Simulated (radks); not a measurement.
Valence configurations of F3+ (all share [He]). Calculated with a radial shooting solver on a logarithmic mesh with Libxc functionals: Dirac Kohn-Sham, PBE, spin-unpolarised, spherical densities, point nucleus; open shells are shared between the two j in proportion to 2j + 1. Energies are relative to 2s2 2p2; eigenvalues in eV.

| valence | E (eV) | e(2p1/2) | e(2p3/2) | e(2s1/2) |
|---|---|---|---|---|
| 2s2 2p2 | 0.000 | -72.825 | -72.724 | -91.205 |
| 2s1 2p3 | 18.510 | -72.070 | -71.971 | -90.576 |
| 2p4 | 37.142 | -71.369 | -71.272 | - |
| 2s1.5 2p2.5 | 9.239 | -72.441 | -72.341 | -90.884 |
| 2s0.5 2p3.5 | 27.811 | -71.713 | -71.614 | -90.279 |

NIST lists [He] 2s2 2p2 as the ground configuration; this level of theory agrees among the configurations tried. The energies are those of spherical spin-averaged densities, not of single terms.
